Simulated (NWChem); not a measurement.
# Correlation energy of diphosphane (H4P2)

```xyz
6

P      1.0086     0.5217     0.0000
P     -1.0086    -0.5217     0.0000
H      1.5409    -0.3163     1.0313
H      1.5409    -0.3163    -1.0313
H     -1.5409     0.3163     1.0313
H     -1.5409     0.3163    -1.0313
```
Charge 0, spin multiplicity 1.

The numbers come from NWChem runs, not from measurements. Structure: optimised with B3LYP/def2-SVP, a minimum by its harmonic frequencies. It is one conformer; others weren't searched.

Basis set: STO-3G. Each correlation energy counts from its own Hartree-Fock reference.

The correlated methods keep 10 core orbitals frozen. Coupled-cluster values serve here as a point of comparison, not as the truth.

Question: For the correlation energy, CR-CCSD(T) gives -115.0 mHa and CR-CCSD[T] gives -115.0 mHa. What do SCS-MP2 give?

Answer: SCS-MP2: -91.8 mHa.
